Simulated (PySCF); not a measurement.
**Electron correlation in Au⁶³⁺ (gold, charge +63)**

[Ne] 3s2 3p4, high-spin 3P determinant. Calculation: PySCF 2.14, in an even-tempered Gaussian basis (17 s from 17 bohr⁻², ratio 2.5; 12 p from 23 bohr⁻², ratio 2.5; 4 d from 92 bohr⁻², ratio 2.7; 4 f from 140 bohr⁻², ratio 2.7); the spin-free X2C one-electron Hamiltonian (Gaussian nucleus). Frozen: 1s2; 14 electrons correlated; the 17 highest virtual orbitals of each spin left out.

| level | correlation energy (mhartree) |
| --- | --- |
| CCSD | -627.08 |
| (T) | -0.51 |
| CCSD(T) | -627.59 |

Diagnostics: T1 = 0.00024, D1 = 0.0011, largest double amplitude 0.012.

Question: Is a single reference adequate?

Answer: Yes, within this model without spin-orbit coupling: T1 lies below 0.03 and no double amplitude reaches 0.07.

At this charge the one-electron X2C treatment keeps the bare 1/r₁₂, with no two-electron picture change or Breit term. The effect here is smaller than on the frozen 1s shell; and a scalar Hamiltonian misses the large spin-orbit splitting of the p shells, which matters for ns² → np² pairs.

Spin-orbit coupling is strong in this species, so the high-spin LS determinant is a model state.
